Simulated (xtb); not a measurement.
CH10O2Si3, SMILES OC[Si](O)([SiH3])[SiH3]. All values are semi-empirical tight-binding results from xtb (GFN2-xTB unless named), good for trends rather than for accurate numbers. Geometry: GFN2-xTB. This is a generated structure with no PubChem entry under its InChIKey; it may be hypothetical. Other conformers were not sampled.

Optimised geometry:

```xyz
16

O     -1.6529     2.0419    -0.1163
C     -0.6817     1.4150    -0.9425
Si     0.2175     0.0320     0.0428
O      0.9215     0.9966     1.1879
Si     1.8794    -0.9606    -1.2436
Si    -1.4256    -1.2549     1.0787
H     -1.1837     2.4217     0.6337
H      0.0080     2.1672    -1.3447
H     -1.2376     1.0044    -1.7864
H      1.4706     0.6566     1.8879
H      1.3231    -1.7998    -2.3064
H      2.8346    -0.0506    -1.8866
H      2.7003    -1.8459    -0.4047
H     -0.7994    -2.1899     2.0302
H     -2.4210    -0.5168     1.8610
H     -2.1501    -2.0769     0.1063
```

The orbital gap is 3.65 eV. The dipole moment comes out as 2.55 D and the zero-point energy is 64.1 kcal/mol. The G − E(el) at 298.15 K (modified RRHO) comes out as 40.1 kcal/mol and the static polarisability (D4 model) is 109.1 bohr³. The solvation energy, GFN2-xTB/ALPB(water) is -8.2 kcal/mol. The solvation energy, GFN2-xTB/ALPB(acetonitrile) is -8.7 kcal/mol.

Computed atomic charges and the Wiberg bond orders between heavy atoms:
charges (e) O1 -0.46, C2 -0.03, Si3 0.38, O4 -0.50, Si5 0.36, Si6 0.37, H7 0.28, H8 0.00, H9 0.01, H10 0.29, H11 -0.13, H12 -0.10, H13 -0.13, H14 -0.13, H15 -0.09, H16 -0.12. Bond orders O1–C2 1.00, C2–Si3 0.83, Si3–O4 1.19, Si3–Si5 0.81, Si3–Si6 0.82.
